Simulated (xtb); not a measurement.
H$_{18}$CoN$_{6}$, charge +3, singlet, from a rough starting geometry (GFN-xTB shapes and energies of metal compounds can be far from the true ones); GFN2-xTB (xtb).

The xtb input:
```
$ xtb mol.xyz --gfn 2 --chrg 3 --opt vtight --json

# file mol.xyz
25

Co     0.01549133     0.02186213    -0.03280467
N     -1.69394554    -1.02914959     0.42694919
H     -2.23848576    -0.63198997     1.19090263
H     -1.49635183    -2.00190948     0.67218811
H     -2.31500347    -1.08171192    -0.32079078
N     -0.50758105    -0.06310012    -1.91591122
H     -1.32627356     0.43681299    -2.17478215
H     -0.60844791    -0.94158272    -2.34956338
H      0.31811778     0.34167834    -2.56700229
N      0.37967731     0.08722209     1.98418488
H      1.06148071    -0.68070324     2.28568729
H     -0.42194042    -0.01819299     2.57331474
H      0.87394578     0.99747628     2.26541192
N      1.75207692     0.98266171    -0.35613657
H      1.63353228     1.98956421    -0.30894957
H      2.08548794     0.79416464    -1.24448210
H      2.44702286     0.76586954     0.23028877
N      0.97516065    -1.74813734    -0.24473138
H      1.22492871    -2.23641033     0.69269219
H      1.85385729    -1.59136693    -0.72497454
H      0.49307103    -2.42055356    -0.71873564
N     -1.04308786     1.73622750     0.18545731
H     -0.73882798     2.42741434    -0.50664094
H     -0.87097750     2.20534001     1.03701233
H     -2.06385787     1.60856840     0.07723926
```

Output, abridged:

```
   ID    Z sym.   atoms
    1   27 Co     1
    2    7 N      2, 6, 10, 14, 18, 22
    3    1 H      3-5, 7-9, 11-13, 15-17, 19-21, 23-25

           -------------------------------------------------
          |                Calculation Setup                |
           -------------------------------------------------

molecular fragmentation (1/2 indicates fragments):
1111111111111111111112222
# atoms in fragment 1/2:    21     4
 fragment masses (1/2) :      144.09       17.03
CMA distance (Bohr)    :   4.428
constraining FC (au)   :  0.0500

           -------------------------------------------------
          |                 G F N 2 - x T B                 |
           -------------------------------------------------

          ...................................................
          :                      SETUP                      :
          :.................................................:
          :  # basis functions                  52          :
          :  # atomic orbitals                  51          :
          :  # shells                           33          :
          :  # electrons                        54          :
          :  max. iterations                   250          :
          :  Hamiltonian                  GFN2-xTB          :
          :  restarted?                      false          :
          :  GBSA solvation                  false          :
          :  PC potential                    false          :
          :  electronic temp.          300.0000000     K    :
          :  accuracy                    1.0000000          :
          :  -> integral cutoff          0.2500000E+02      :
          :  -> integral neglect         0.1000000E-07      :
          :  -> SCF convergence          0.1000000E-05 Eh   :
          :  -> wf. convergence          0.1000000E-03 e    :
          :  Broyden damping             0.4000000          :
          :  net charge                          3          :
          :  unpaired electrons                  0          :
          ...................................................

 iter      E             dE          RMSdq      gap      omega  full diag
   1    -28.9637747 -0.289638E+02  0.525E+00    2.59       0.0  T
   2    -29.1053833 -0.141609E+00  0.187E+00    1.79       1.0  T
   3    -29.1208673 -0.154839E-01  0.119E+00    2.05       1.0  T
   4    -29.1228642 -0.199690E-02  0.261E-01    1.97       1.0  T
   5    -29.1229542 -0.900713E-04  0.431E-02    1.97       1.0  T
   6    -29.1229604 -0.614983E-05  0.227E-02    1.97       1.0  T
   7    -29.1229606 -0.177749E-06  0.382E-03    1.97       5.2  T
   8    -29.1229606 -0.678193E-07  0.180E-03    1.97      11.1  T
   9    -29.1229606 -0.213997E-08  0.443E-04    1.97      45.1  T
  10    -29.1229606 -0.515083E-09  0.183E-04    1.97     109.4  T

   *** convergence criteria satisfied after 10 iterations ***

         :::::::::::::::::::::::::::::::::::::::::::::::::::::
         ::                     SUMMARY                     ::
         :::::::::::::::::::::::::::::::::::::::::::::::::::::
         :: total energy             -28.763105144482 Eh    ::
         :: gradient norm              0.239922669578 Eh/a0 ::
         :: HOMO-LUMO gap              1.972639015590 eV    ::
         ::.................................................::
         :: SCC energy               -29.122701834418 Eh    ::
         :: -> isotropic ES            0.689794533187 Eh    ::
         :: -> anisotropic ES         -0.056198546854 Eh    ::
         :: -> anisotropic XC          0.016274315604 Eh    ::
         :: -> dispersion             -0.014523825797 Eh    ::
         :: repulsion energy           0.359596689936 Eh    ::
         :: add. restraining           0.000000000000 Eh    ::
         :: total charge               3.000000000000 e     ::
         :::::::::::::::::::::::::::::::::::::::::::::::::::::

      -----------------------------------------------------------
     |                   =====================                   |
     |                        A N C O P T                        |
     |                   =====================                   |
     |               Approximate Normal Coordinate               |
     |                Rational Function Optimizer                |
      -----------------------------------------------------------
      -----------------------------------------------------------
     |                   =====================                   |
     |                        A N C O P T                        |
     |                   =====================                   |
     |               Approximate Normal Coordinate               |
     |                Rational Function Optimizer                |
      -----------------------------------------------------------

          ...................................................
          :                      SETUP                      :
          :.................................................:
          :   optimization level         verytight          :
          :   max. optcycles                   500          :
          :   ANC micro-cycles                  20          :
          :   degrees of freedom                69          :
          :.................................................:
          :   RF solver                   davidson          :
          :   write xtbopt.log                true          :
          :   linear?                        false          :
          :   energy convergence         0.1000000E-06 Eh   :
          :   grad. convergence          0.2000000E-03 Eh/α :
          :   maxmium RF displ.          1.0000000          :
          :   Hlow (freq-cutoff)         0.1000000E-01      :
          :   Hmax (freq-cutoff)         5.0000000          :
          :   S6 in model hess.         20.0000000          :
          ...................................................

[...]
 * total energy  :   -28.8005052 Eh     change       -0.1041986E-05 Eh
 * total energy  :   -28.8005059 Eh     change       -0.6272742E-06 Eh
 * total energy  :   -28.8005058 Eh     change        0.5391479E-07 Eh
 * total energy  :   -28.8005065 Eh     change       -0.6906620E-06 Eh
 * total energy  :   -28.8005071 Eh     change       -0.6338498E-06 Eh
 * total energy  :   -28.8005081 Eh     change       -0.9257513E-06 Eh
 * total energy  :   -28.8005084 Eh     change       -0.3265059E-06 Eh
 * total energy  :   -28.8005085 Eh     change       -0.1121788E-06 Eh
 * total energy  :   -28.8005087 Eh     change       -0.2062994E-06 Eh
 * total energy  :   -28.8005086 Eh     change        0.9616714E-07 Eh
 * total energy  :   -28.8005088 Eh     change       -0.2170581E-06 Eh
 * total energy  :   -28.8005089 Eh     change       -0.9934028E-07 Eh
   *** GEOMETRY OPTIMIZATION CONVERGED AFTER 49 ITERATIONS ***
         :: total energy             -28.800508916889 Eh    ::
[...]
        23        2.0000           -0.9182771             -24.9876
        24        2.0000           -0.9181757             -24.9848
        25        2.0000           -0.8480924             -23.0778
        26        2.0000           -0.8480432             -23.0764
        27        2.0000           -0.8479434             -23.0737 (HOMO)
        28                         -0.7677108             -20.8905 (LUMO)
        29                         -0.7675127             -20.8851
        30                         -0.5220690             -14.2062
        31                         -0.4199398             -11.4271
        32                         -0.4196464             -11.4192
        33                         -0.4188146             -11.3965
        34                         -0.3564298              -9.6989
        35                         -0.3531096              -9.6086
        36                         -0.2983668              -8.1190
        37                         -0.2927741              -7.9668
        38                         -0.2896553              -7.8819
       ...                                ...                  ...
        51                          0.7888175              21.4648
      -------------------------------------------------------------
                  HL-Gap            0.0802326 Eh            2.1832 eV
             Fermi-level           -0.8078271 Eh          -21.9821 eV

     #   Z          covCN         q      C6AA      α(0)
     1  27 Co       4.444     0.243   138.689    24.128
     2   7 N        3.319    -0.316    28.103     7.873
     3   1 H        0.859     0.258     0.855     1.448
     4   1 H        0.859     0.260     0.845     1.440
     5   1 H        0.859     0.258     0.855     1.448
     6   7 N        3.319    -0.315    28.088     7.871
     7   1 H        0.859     0.258     0.852     1.446
     8   1 H        0.859     0.259     0.851     1.445
     9   1 H        0.859     0.258     0.852     1.446
    10   7 N        3.318    -0.316    28.100     7.873
    11   1 H        0.859     0.256     0.859     1.452
    12   1 H        0.859     0.259     0.850     1.444
    13   1 H        0.859     0.259     0.850     1.444
    14   7 N        3.319    -0.316    28.103     7.874
    15   1 H        0.859     0.258     0.855     1.448
    16   1 H        0.859     0.258     0.855     1.448
    17   1 H        0.859     0.260     0.845     1.440
    18   7 N        3.318    -0.316    28.100     7.873
    19   1 H        0.859     0.256     0.859     1.452
    20   1 H        0.859     0.259     0.850     1.444
    21   1 H        0.859     0.259     0.850     1.444
    22   7 N        3.319    -0.315    28.088     7.871
    23   1 H        0.859     0.258     0.852     1.446
    24   1 H        0.859     0.259     0.851     1.445
    25   1 H        0.859     0.258     0.852     1.446

 Mol. C6AA /au·bohr⁶  :       3583.465914
 Mol. C8AA /au·bohr⁸  :      99383.373541
 Mol. α(0) /au        :         97.392879

Wiberg/Mayer (AO) data.
largest (>0.10) Wiberg bond orders for each atom

 ---------------------------------------------------------------------------
     #   Z sym  total        # sym  WBO       # sym  WBO       # sym  WBO
 ---------------------------------------------------------------------------
     1  27 Co   4.049 --     6 N    0.633    22 N    0.633     2 N    0.632
                            14 N    0.632    18 N    0.631    10 N    0.631
     2   7 N    3.462 --     3 H    0.912     5 H    0.912     4 H    0.910
                             1 Co   0.632
     3   1 H    0.934 --     2 N    0.912
     4   1 H    0.932 --     2 N    0.910
     5   1 H    0.934 --     2 N    0.912
     6   7 N    3.463 --     8 H    0.912     9 H    0.911     7 H    0.911
                             1 Co   0.633
     7   1 H    0.933 --     6 N    0.911
     8   1 H    0.933 --     6 N    0.912
     9   1 H    0.933 --     6 N    0.911
    10   7 N    3.462 --    11 H    0.911    13 H    0.911    12 H    0.911
                             1 Co   0.631
    11   1 H    0.934 --    10 N    0.911
    12   1 H    0.933 --    10 N    0.911
    13   1 H    0.933 --    10 N    0.911
    14   7 N    3.462 --    16 H    0.912    15 H    0.912    17 H    0.910
                             1 Co   0.632
    15   1 H    0.934 --    14 N    0.912
    16   1 H    0.934 --    14 N    0.912
    17   1 H    0.932 --    14 N    0.910
    18   7 N    3.462 --    19 H    0.911    21 H    0.911    20 H    0.911
                             1 Co   0.631
    19   1 H    0.934 --    18 N    0.911
    20   1 H    0.933 --    18 N    0.911
    21   1 H    0.933 --    18 N    0.911
    22   7 N    3.463 --    24 H    0.912    23 H    0.911    25 H    0.911
                             1 Co   0.633
    23   1 H    0.933 --    22 N    0.911
    24   1 H    0.933 --    22 N    0.912
    25   1 H    0.933 --    22 N    0.911
 ---------------------------------------------------------------------------

Topologies differ in total number of bonds
Writing topology from bond orders to xtbtopo.mol

molecular dipole:
                 x           y           z       tot (Debye)
 q only:       -0.051      -0.008       0.032
   full:       -0.049      -0.010       0.033       0.153
molecular quadrupole (traceless):
                xx          xy          yy          xz          yz          zz
 q only:       -0.072      -0.003       0.021      -0.054       0.125       0.051
  q+dip:       -0.093      -0.025       0.027      -0.043       0.125       0.066
   full:       -0.091      -0.022       0.026      -0.047       0.128       0.065

optimized geometry written to: xtbopt.xyz

           -------------------------------------------------
          | TOTAL ENERGY              -28.800508916889 Eh   |
          | GRADIENT NORM               0.000058664356 Eh/α |
          | HOMO-LUMO GAP               2.183240454771 eV   |
           -------------------------------------------------
```
